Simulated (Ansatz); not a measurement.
The cluster Cu3O2, 5 atoms. Hardware: 4 threads of AMD EPYC 9R45 on a shared host.

Correlated methods freeze 29 core orbitals.

How many basis functions does each of these Ansatz runs have, and roughly what does it cost? CCSD(T)/def2-SVP, charge 0 doublet, energy, from earlier orbitals; HSE06-D4/def2-TZVP, charge 0 doublet, energy, from earlier orbitals; PBE-D4/def2-SVP, charge 0 doublet, energy with a search over starts; B3LYP-D4/def2-TZVP, charge 0 doublet, energy, from earlier orbitals; PBE0-D4/def2-SVP, charge 0 doublet, energy, from earlier orbitals; MP2/def2-TZVP, charge 0 doublet, energy, from earlier orbitals; PBE0-D4/def2-TZVP, charge 0 doublet, energy, from earlier orbitals; PBE-D4/def2-SVP, charge 0 doublet, energy, from earlier orbitals; r2SCAN-D4/def2-TZVP, charge 0 doublet, energy, from earlier orbitals; PBE-QIDH/def2-TZVP, charge 0 doublet, energy, from earlier orbitals; B3LYP-D4/def2-SVP, charge 0 doublet, relaxation, 6 steps; PBE-D4/def2-TZVP, charge 0 doublet, energy and forces, from earlier orbitals.

Other jobs shared the machine, so times can vary by a factor of up to 3. A dash marks memory too small to be measured apart from the calling script's.

```
                                                                         run  functions  fitting or Cholesky vectors  wall time  peak host memory (GiB)
            PBE-D4/def2-SVP, charge 0 doublet, energy, from earlier orbitals        121                         1438      1.3 s                       –
PBE-D4/def2-TZVP, charge 0 doublet, energy and forces, from earlier orbitals        197                         1661      2.2 s                       –
           PBE0-D4/def2-SVP, charge 0 doublet, energy, from earlier orbitals        121                         1294      2.4 s                    0.56
         HSE06-D4/def2-TZVP, charge 0 doublet, energy, from earlier orbitals        197                         1819      3.5 s                    0.95
         B3LYP-D4/def2-TZVP, charge 0 doublet, energy, from earlier orbitals        197                         1819      3.5 s                    0.92
        r2SCAN-D4/def2-TZVP, charge 0 doublet, energy, from earlier orbitals        197                         1661      4.2 s                       –
         PBE-D4/def2-SVP, charge 0 doublet, energy with a search over starts        121                         1438      4.7 s                       –
          PBE0-D4/def2-TZVP, charge 0 doublet, energy, from earlier orbitals        197                         1819      4.7 s                    0.92
              MP2/def2-TZVP, charge 0 doublet, energy, from earlier orbitals        197                         1819        6 s                    0.85
         PBE-QIDH/def2-TZVP, charge 0 doublet, energy, from earlier orbitals        197                         1819      8.5 s                     1.1
                    B3LYP-D4/def2-SVP, charge 0 doublet, relaxation, 6 steps        121                         1420       11 s                       –
           CCSD(T)/def2-SVP, charge 0 doublet, energy, from earlier orbitals        121                         1294       34 s                     1.3
```
